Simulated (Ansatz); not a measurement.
Steps of a relaxation of H4OSSi2 with RKS PBE-D4/def2-SVP.

```sh
$ ansatz run in.yaml --threads 2 --pin off --events-out ev --progress --plain --max-ram 4352MiB
```

```yaml
crystal:
  periodic: [false, false, false]
  atoms:
    - {symbol: S, position_ang: [-1.995000, 1.226900, -0.352400]}
    - {symbol: Si, position_ang: [-0.202100, 1.170700, 0.764500]}
    - {symbol: O, position_ang: [0.338300, -0.276900, 0.679600]}
    - {symbol: Si, position_ang: [1.087000, -1.007700, -0.538100]}
    - {symbol: H, position_ang: [-2.480000, 0.050200, -0.022700]}
    - {symbol: H, position_ang: [0.738900, 2.211200, 0.232700]}
    - {symbol: H, position_ang: [2.444100, -1.251800, -0.101200]}
    - {symbol: H, position_ang: [0.160900, -2.179700, -0.718300]}
basis:
  gaussian: {orbitals: def2-SVP}
hamiltonian: {xc: pbe, dispersion: d4}
relax: {f_tol: 0.03, max_steps: 200}
```

Positions (Å) and forces (eV/Å) along the path, 16 of 16 steps:

```xyz
8
step=1 energy=-28676.3436 eV
S    -1.995    1.227   -0.352   -0.134    1.704   -1.098
Si   -0.202    1.171    0.764   -1.896    3.780    2.200
O     0.338   -0.277    0.680    0.392   -0.725    1.417
Si    1.087   -1.008   -0.538    0.305   -2.359   -3.137
H    -2.480    0.050   -0.023   -0.257   -1.229    0.516
H     0.739    2.211    0.233   -0.081    0.220   -0.083
H     2.444   -1.252   -0.101    1.238   -0.656    0.328
H     0.161   -2.180   -0.718    0.432   -0.735   -0.143
8
step=2 energy=-28677.1614 eV
S    -2.026    1.328   -0.402    0.043    0.176   -0.133
Si   -0.269    1.224    0.839   -1.136    1.988    1.071
O     0.371   -0.229    0.680    0.376   -0.050   -0.035
Si    1.064   -1.056   -0.582    0.227   -1.584   -1.077
H    -2.388    0.088   -0.001   -0.186   -0.236    0.014
H     0.620    2.305    0.275    0.045    0.093    0.151
H     2.461   -1.373   -0.153    0.405   -0.266    0.026
H     0.259   -2.343   -0.711    0.227   -0.121   -0.018
8
step=3 energy=-28677.5097 eV
S    -2.048    1.346   -0.414   -0.010   -0.239    0.102
Si   -0.304    1.322    0.894   -0.237   -0.240    0.247
O     0.469   -0.121    0.642    0.227    0.155   -1.015
Si    1.058   -1.143   -0.622    0.187   -0.307    0.637
H    -2.476    0.083   -0.060    0.176    0.375   -0.036
H     0.579    2.450    0.395   -0.124    0.033    0.086
H     2.497   -1.510   -0.231   -0.191    0.013   -0.102
H     0.318   -2.485   -0.661   -0.028    0.211    0.079
8
step=4 energy=-28677.7015 eV
S    -2.055    1.407   -0.419   -0.125   -0.281    0.203
Si   -0.338    1.275    0.897   -0.053    0.124   -0.030
O     0.530   -0.070    0.459    0.358   -0.233   -0.762
Si    1.133   -1.226   -0.644   -0.030    0.046    0.584
H    -2.486    0.170   -0.016   -0.095    0.151   -0.151
H     0.433    2.514    0.482    0.079   -0.025    0.159
H     2.546   -1.604   -0.220   -0.090    0.026   -0.008
H     0.329   -2.523   -0.595   -0.044    0.191    0.005
8
step=5 energy=-28677.8132 eV
S    -2.096    1.419   -0.387   -0.074    0.006    0.045
Si   -0.336    1.252    0.863    0.172   -0.021   -0.070
O     0.609   -0.010    0.290    0.273   -0.298   -0.456
Si    1.204   -1.291   -0.645   -0.300    0.350    0.340
H    -2.592    0.204   -0.019   -0.054   -0.012   -0.011
H     0.397    2.561    0.575   -0.068   -0.183    0.043
H     2.594   -1.670   -0.190    0.018   -0.020    0.109
H     0.313   -2.523   -0.545    0.033    0.179    0.000
8
step=6 energy=-28677.8696 eV
S    -2.152    1.400   -0.328    0.017    0.035    0.003
Si   -0.313    1.220    0.804    0.158   -0.091   -0.047
O     0.685    0.025    0.159   -0.112    0.480    0.088
Si    1.288   -1.277   -0.671    0.023   -0.349    0.070
H    -2.642    0.189    0.056   -0.032   -0.037    0.014
H     0.382    2.548    0.559   -0.059   -0.097    0.000
H     2.569   -1.754   -0.010   -0.053    0.031   -0.030
H     0.275   -2.409   -0.625    0.057    0.029   -0.098
8
step=7 energy=-28677.8659 eV rejected
S    -2.168    1.365   -0.259   -0.017   -0.009    0.024
Si   -0.269    1.224    0.785   -0.390    0.413    0.079
O     0.744    0.110    0.065    0.491   -0.786   -0.104
Si    1.322   -1.294   -0.630   -0.001    0.331   -0.147
H    -2.615    0.134    0.125   -0.003    0.009    0.003
H     0.337    2.581    0.501    0.022    0.022    0.021
H     2.494   -1.834    0.156   -0.072    0.027    0.031
H     0.248   -2.343   -0.799   -0.030   -0.007    0.093
8
step=8 energy=-28677.8833 eV
S    -2.168    1.388   -0.296    0.002    0.018   -0.010
Si   -0.298    1.222    0.788    0.027   -0.010   -0.012
O     0.713    0.055    0.122    0.029    0.143    0.049
Si    1.317   -1.283   -0.658   -0.025   -0.121   -0.009
H    -2.648    0.174    0.098   -0.005   -0.011    0.013
H     0.367    2.560    0.528   -0.031   -0.046   -0.001
H     2.538   -1.794    0.075   -0.028    0.018   -0.003
H     0.270   -2.378   -0.713    0.031    0.008   -0.027
8
step=9 energy=-28677.8863 eV
S    -2.165    1.365   -0.295   -0.009   -0.011    0.001
Si   -0.289    1.224    0.783   -0.023    0.022   -0.007
O     0.744    0.076    0.116    0.043    0.020    0.037
Si    1.324   -1.279   -0.654   -0.011   -0.041   -0.024
H    -2.642    0.159    0.127    0.002    0.008   -0.001
H     0.354    2.567    0.512   -0.005   -0.004    0.001
H     2.509   -1.819    0.113   -0.001    0.000   -0.003
H     0.258   -2.350   -0.757    0.004    0.006   -0.004
8
step=10 energy=-28677.8878 eV
S    -2.156    1.337   -0.313    0.009   -0.011   -0.013
Si   -0.286    1.228    0.778    0.045    0.014    0.026
O     0.784    0.095    0.134   -0.054    0.037    0.020
Si    1.317   -1.272   -0.651    0.025   -0.019   -0.019
H    -2.630    0.138    0.133   -0.005   -0.009   -0.002
H     0.340    2.580    0.514   -0.012   -0.018   -0.012
H     2.494   -1.843    0.107   -0.002   -0.011   -0.003
H     0.229   -2.320   -0.759   -0.007    0.017    0.003
8
step=11 energy=-28677.8891 eV
S    -2.122    1.273   -0.336   -0.013   -0.006    0.002
Si   -0.271    1.241    0.795    0.060   -0.004   -0.056
O     0.840    0.130    0.169   -0.044   -0.080   -0.023
Si    1.305   -1.251   -0.646   -0.019    0.071    0.095
H    -2.596    0.085    0.138    0.016   -0.009   -0.001
H     0.314    2.604    0.492    0.001   -0.014    0.013
H     2.453   -1.890    0.104   -0.013    0.005   -0.030
H     0.169   -2.248   -0.772    0.012    0.038    0.000
8
step=12 energy=-28677.8895 eV
S    -2.122    1.253   -0.340   -0.002    0.016   -0.012
Si   -0.269    1.255    0.790    0.039   -0.073    0.000
O     0.841    0.136    0.179   -0.005   -0.076   -0.023
Si    1.300   -1.249   -0.635   -0.039    0.106    0.031
H    -2.575    0.058    0.140    0.034    0.013    0.004
H     0.324    2.614    0.490   -0.024   -0.005   -0.021
H     2.446   -1.901    0.106   -0.042    0.001   -0.007
H     0.148   -2.223   -0.785    0.038    0.018    0.028
8
step=13 energy=-28677.8901 eV
S    -2.122    1.260   -0.343    0.016   -0.058    0.043
Si   -0.273    1.255    0.795    0.025   -0.005   -0.030
O     0.832    0.132    0.186    0.013   -0.031   -0.017
Si    1.296   -1.245   -0.635   -0.047    0.056    0.022
H    -2.541    0.052    0.137   -0.022    0.023   -0.035
H     0.315    2.613    0.485    0.013    0.000    0.005
H     2.441   -1.904    0.099   -0.021    0.008    0.002
H     0.145   -2.220   -0.780    0.023    0.006    0.009
8
step=14 energy=-28677.8908 eV
S    -2.117    1.251   -0.341    0.005   -0.022    0.022
Si   -0.269    1.257    0.797    0.022   -0.033   -0.032
O     0.839    0.137    0.186   -0.007   -0.003    0.000
Si    1.293   -1.240   -0.639   -0.024    0.010    0.033
H    -2.546    0.044    0.131    0.007    0.020   -0.015
H     0.318    2.616    0.486   -0.005    0.000    0.001
H     2.432   -1.905    0.099   -0.003    0.013   -0.008
H     0.143   -2.217   -0.775    0.004    0.016   -0.002
8
step=15 energy=-28677.8911 eV
S    -2.111    1.239   -0.344    0.004   -0.014    0.014
Si   -0.264    1.259    0.798    0.012   -0.024   -0.020
O     0.850    0.143    0.193   -0.011   -0.004   -0.005
Si    1.287   -1.236   -0.637   -0.011    0.009    0.028
H    -2.535    0.030    0.127    0.011    0.015   -0.009
H     0.314    2.621    0.484   -0.004   -0.002    0.000
H     2.424   -1.911    0.096   -0.010    0.006   -0.011
H     0.127   -2.202   -0.775    0.009    0.015    0.004
8
step=16 energy=-28677.8914 eV
S    -2.098    1.218   -0.348    0.003   -0.007    0.008
Si   -0.258    1.264    0.802   -0.009   -0.003   -0.005
O     0.865    0.153    0.206   -0.003   -0.001   -0.006
Si    1.276   -1.228   -0.633    0.003   -0.009    0.010
H    -2.507    0.002    0.118    0.009    0.009   -0.004
H     0.308    2.629    0.479   -0.002   -0.002    0.001
H     2.407   -1.922    0.089   -0.012    0.003   -0.009
H     0.100   -2.174   -0.769    0.010    0.009    0.006
```

It took 34 s on 2 threads of an Arm Neoverse V2 on a shared host, with 0.16 GiB of host memory at the peak.
